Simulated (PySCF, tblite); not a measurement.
Compound: C4H6O5.
Bonds: O1–C2 (double), C2–O3, C2–C4, C4–O5, O5–C6, C6–O7, O7–C8, C8–O9, C4–O9. Hydrogens: H10 on O3; H11 on C4; H12, H13 on C6; H14, H15 on C8.

Computed with GFN2-xTB (tblite), gas phase: nudged elastic band of 9 images (0 to 8), spring 0.2 eV/Å², climbing image at the end, force threshold 0.05 eV/Å. The top image wasn't refined or checked by frequencies; at this threshold it can lie a kcal/mol or more above the true saddle point of the method.

Path: rotation about C2–C4 (carboxylic acid carbon, sp3 carbon bearing two oxygens), followed by the dihedral O3–C2–C4–O9.

Image 0 (start, dihedral -54°):
```
atom  x, y, z in Å
O1      1.790   -0.181    1.267
C2      1.562   -0.127    0.091
O3      2.334    0.506   -0.784
C4      0.362   -0.796   -0.620
O5     -0.461   -1.485    0.273
C6     -1.251   -0.614    1.045
O7     -1.981    0.273    0.242
C8     -1.114    0.986   -0.586
O9     -0.347    0.135   -1.397
H10     3.097    0.917   -0.341
H11     0.762   -1.541   -1.319
H12    -0.619   -0.052    1.755
H13    -1.969   -1.237    1.579
H14    -1.723    1.596   -1.256
H15    -0.448    1.627    0.028
```

Image 8 (end, +0.050 eV, dihedral 67°):
```
atom  x, y, z in Å
O1      2.752   -0.819   -0.461
C2      1.696   -0.345   -0.152
O3      1.587    0.764    0.583
C4      0.339   -0.957   -0.576
O5     -0.436   -1.351    0.525
C6     -1.173   -0.303    1.103
O7     -1.922    0.396    0.153
C8     -1.074    0.898   -0.838
O9     -0.347   -0.123   -1.472
H10     2.468    1.105    0.820
H11     0.572   -1.875   -1.130
H12    -0.502    0.393    1.640
H13    -1.874   -0.772    1.794
H14    -1.700    1.349   -1.609
H15    -0.390    1.650   -0.402
```

Question: What do the inner images look like?

Answer: 
Image 1: +0.008 eV, dihedral -38°
```
atom  x, y, z in Å
O1      1.945   -0.451    1.194
C2      1.566   -0.181    0.089
O3      2.165    0.697   -0.709
C4      0.352   -0.834   -0.613
O5     -0.486   -1.489    0.295
C6     -1.249   -0.583    1.050
O7     -1.956    0.311    0.235
C8     -1.073    0.978   -0.616
O9     -0.342    0.084   -1.412
H10     2.953    1.077   -0.283
H11     0.743   -1.607   -1.288
H12    -0.597   -0.023    1.746
H13    -1.981   -1.174    1.600
H14    -1.665    1.596   -1.291
H15    -0.379    1.606   -0.019
```

Image 2: +0.025 eV, dihedral -22°
```
atom  x, y, z in Å
O1      2.103   -0.674    1.057
C2      1.579   -0.234    0.074
O3      2.014    0.838   -0.583
C4      0.344   -0.867   -0.612
O5     -0.501   -1.487    0.316
C6     -1.237   -0.547    1.055
O7     -1.936    0.339    0.228
C8     -1.048    0.972   -0.646
O9     -0.338    0.045   -1.425
H10     2.819    1.197   -0.172
H11     0.713   -1.665   -1.270
H12    -0.564    0.017    1.730
H13    -1.974   -1.109    1.631
H14    -1.635    1.581   -1.334
H15    -0.343    1.604   -0.071
```

Image 3: +0.050 eV, dihedral -8°
```
atom  x, y, z in Å
O1      2.261   -0.855    0.869
C2      1.603   -0.284    0.047
O3      1.897    0.928   -0.419
C4      0.341   -0.889   -0.614
O5     -0.502   -1.474    0.343
C6     -1.222   -0.508    1.062
O7     -1.927    0.356    0.219
C8     -1.046    0.966   -0.679
O9     -0.335    0.018   -1.435
H10     2.716    1.267   -0.021
H11     0.678   -1.712   -1.259
H12    -0.535    0.073    1.711
H13    -1.953   -1.047    1.665
H14    -1.638    1.550   -1.383
H15    -0.343    1.619   -0.129
```

Image 4: +0.070 eV, dihedral 7°
```
atom  x, y, z in Å
O1      2.410   -0.990    0.638
C2      1.634   -0.325    0.014
O3      1.808    0.976   -0.220
C4      0.341   -0.901   -0.616
O5     -0.491   -1.452    0.374
C6     -1.205   -0.464    1.070
O7     -1.928    0.364    0.208
C8     -1.060    0.958   -0.715
O9     -0.335   -0.001   -1.444
H10     2.650    1.287    0.155
H11     0.645   -1.747   -1.248
H12    -0.514    0.143    1.691
H13    -1.923   -0.987    1.702
H14    -1.668    1.503   -1.438
H15    -0.370    1.645   -0.194
```

Image 5 (top): +0.077 eV, dihedral 23°
```
atom  x, y, z in Å
O1      2.546   -1.061    0.362
C2      1.661   -0.353   -0.024
O3      1.727    0.978    0.014
C4      0.341   -0.912   -0.614
O5     -0.477   -1.425    0.408
C6     -1.187   -0.418    1.079
O7     -1.927    0.373    0.199
C8     -1.077    0.948   -0.753
O9     -0.337   -0.023   -1.454
H10     2.595    1.271    0.343
H11     0.620   -1.777   -1.230
H12    -0.494    0.213    1.671
H13    -1.895   -0.926    1.736
H14    -1.703    1.449   -1.492
H15    -0.399    1.671   -0.267
```

Image 6: +0.070 eV, dihedral 39°
```
atom  x, y, z in Å
O1      2.656   -1.037    0.061
C2      1.673   -0.364   -0.064
O3      1.641    0.932    0.250
C4      0.337   -0.931   -0.606
O5     -0.472   -1.406    0.441
C6     -1.171   -0.376    1.089
O7     -1.915    0.395    0.193
C8     -1.077    0.935   -0.788
O9     -0.341   -0.057   -1.463
H10     2.523    1.240    0.526
H11     0.601   -1.814   -1.203
H12    -0.470    0.265    1.658
H13    -1.878   -0.861    1.764
H14    -1.716    1.404   -1.539
H15    -0.397    1.682   -0.341
```

Image 7: +0.059 eV, dihedral 56°
```
atom  x, y, z in Å
O1      2.723   -0.912   -0.250
C2      1.672   -0.355   -0.110
O3      1.562    0.846    0.463
C4      0.330   -0.959   -0.592
O5     -0.470   -1.391    0.477
C6     -1.159   -0.337    1.101
O7     -1.893    0.423    0.187
C8     -1.059    0.918   -0.821
O9     -0.351   -0.107   -1.473
H10     2.440    1.193    0.702
H11     0.584   -1.860   -1.165
H12    -0.451    0.306    1.657
H13    -1.873   -0.799    1.785
H14    -1.700    1.374   -1.577
H15    -0.360    1.668   -0.407
```

The largest changes of bonds and angles from start to top: C4–O5 1.397 → 1.407 Å, C4–O9 1.405 → 1.398 Å, C8–H15 1.110 → 1.104 Å, C2–O3 1.328 → 1.333 Å, O3–C2–C4 110.7 → 114.4°, C2–C4–O9 111.1 → 114.3°, O1–C2–C4 125.4 → 122.6°. GFN2-xTB torsional profiles can miss by a kcal/mol or more and can put conformers in the wrong order.

Question: What do single points at PBE0/pcSseg-1 (PySCF, no dispersion term) give on some images?

Answer: 
```tsv
image	GFN2-xTB E (eV)	DFT E (eV)	HOMO (eV)	LUMO (eV)	dipole (D)
0	0.000	0.000	-7.82	-0.45	2.07
2	0.025	0.023	-7.96	-0.43	2.33
5	0.077	0.087	-7.91	-0.44	2.72
6	0.070	0.082	-7.88	-0.42	2.79
8	0.050	0.060	-7.85	-0.35	2.86
```

Energies count from image 0 at each level. At the GFN2-xTB top the DFT energy is 2.0 kcal/mol against 1.8; the geometries weren't optimised at the DFT level.

The cost below is that of the whole band run. Hardware: INTEL XEON PLATINUM 8581C at 2.10 GHz, one thread, shared host with 64 logical CPUs at a one-minute load of 20. Cost: 3.1 s, 0.19 GiB resident at most.
